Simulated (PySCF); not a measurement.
Computed shifts of a molecule C3H4N2O, PBE0/pcSseg-1 in PySCF, GIAO, gas phase, equivalent atoms averaged, in ppm (number of nuclei): ¹³C: 168.1 (1), 161.5 (1), 84.8 (1). ¹⁵N: 298.2 (1), 262.2 (1). ¹H: 7.57 (1), 7.25 (1), 6.08 (2). References: ¹³C against TMS (σ = 186.3 ppm); ¹⁵N against NH3 (σ = 267.4 ppm); ¹⁷O against H2O (σ = 334.2 ppm); ¹H against TMS (σ = 31.56 ppm), references at their B3LYP-D3(BJ)/def2-TZVP geometries, non-relativistic. Coordinates come from a B3LYP-D3(BJ)/def2-SVP optimisation. Other conformers were not sampled.

Which molecule gave these data?
A) C1=NCN=CO1
B) C1=NC=NCO1
C) CO/C=N/C#N
D) N#C/N=C/CO

B, C1=NC=NCO1
